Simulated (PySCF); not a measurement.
1-methylpyrrole (C5H7N), SMILES Cn1cccc1. Atoms are numbered in the order given.

```xyz
13

C      2.0756     0.0245     0.0000
N      0.6289    -0.0364     0.0000
C     -0.1711    -0.0133     1.1246
C     -1.4997     0.0147     0.7140
C     -1.4997     0.0147    -0.7140
C     -0.1711    -0.0133    -1.1246
H      2.4742    -0.4891    -0.8961
H      2.4484     1.0716     0.0000
H      2.4742    -0.4891     0.8961
H      0.2732    -0.0220     2.1263
H     -2.3745     0.0209     1.3741
H     -2.3745     0.0209    -1.3741
H      0.2732    -0.0220    -2.1263
```
Charge 0, spin multiplicity 1.

Coordinates come from a PBE-D3(BJ)/def2-SVP optimisation.

Level of theory: PBE0/pcSseg-1 (PySCF).

GIAO shieldings, no solvent; atoms alike by connectivity are averaged. δ = σ(ref) − σ: ¹³C against TMS (σ = 186.3 ppm); ¹⁵N against NH3 (σ = 267.4 ppm); ¹H against TMS (σ = 31.56 ppm), references at their B3LYP-D3(BJ)/def2-TZVP geometries, non-relativistic.

| atoms | nucleus | count | δ (ppm) |
|---|---|---|---|
| C3, C6 | ¹³C | 2 | ? |
| C4, C5 | ¹³C | 2 | 118.8 |
| C1 | ¹³C | 1 | 40.2 |
| N2 | ¹⁵N | 1 | ? |
| H10, H13 | ¹H | 2 | 7.03 |
| H11, H12 | ¹H | 2 | 6.77 |
| H7, H8, H9 | ¹H | 3 | ? |

**Question.** Complete the blanks. (The exact figures need the calculation; the answer reports its results.)

**Answer.** 
- C3, C6, δ (ppm): 129.2
- N2, δ (ppm): 182.2
- H7, H8, H9, δ (ppm): 4.04
